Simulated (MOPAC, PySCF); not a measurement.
C5H8, SMILES `CCC1C=C1` (C–C–C–C torsion 147°), neutral singlet in the gas phase. 

Cartesian coordinates (Å):
```xyz
13

C      1.6913    -0.4078    -0.3582
C      0.6298     0.5754     0.1334
C     -0.6531    -0.1174     0.5503
C     -2.0035     0.5195     0.3819
C     -1.7397    -0.4383    -0.4401
H      1.9297    -1.1440     0.4134
H      2.6177     0.1027    -0.6282
H      1.3392    -0.9534    -1.2368
H      1.0250     1.1444     0.9822
H      0.4021     1.3021    -0.6518
H     -0.5129    -0.8039     1.3889
H     -2.6834     1.2759     0.7326
H     -2.0422    -1.0552    -1.2677
```
Charge 0, multiplicity 1.

All levels are single points at this geometry (B3LYP-D3(BJ)/def2-TZVP); Pople sets use spherical d functions. Orbital energies aren't observables, and empty levels follow the basis.

HF/6-31G* in PySCF gives HOMO (eV) = -9.51.

### Question
Estimate the HOMO (eV) from each of these levels: B3LYP-D3(BJ)/def2-TZVP in PySCF; PBE-D3(BJ)/def2-TZVP in PySCF; B3LYP/3-21G in PySCF; BP86/6-31G* in PySCF; SVWN5/6-31G* in PySCF; HF/STO-3G in PySCF; AM1 in MOPAC; PM3 in MOPAC.

### Answer

```json
[
 {"level": "B3LYP-D3(BJ)/def2-TZVP in PySCF", "HOMO (eV)": "-6.95"},
 {"level": "PBE-D3(BJ)/def2-TZVP in PySCF", "HOMO (eV)": "-6.03"},
 {"level": "B3LYP/3-21G in PySCF", "HOMO (eV)": "-6.78"},
 {"level": "BP86/6-31G* in PySCF", "HOMO (eV)": "-5.82"},
 {"level": "SVWN5/6-31G* in PySCF", "HOMO (eV)": "-5.84"},
 {"level": "HF/STO-3G in PySCF", "HOMO (eV)": "-8.18"},
 {"level": "AM1 in MOPAC", "HOMO (eV)": "-10.01"},
 {"level": "PM3 in MOPAC", "HOMO (eV)": "-10.16"}
]
```
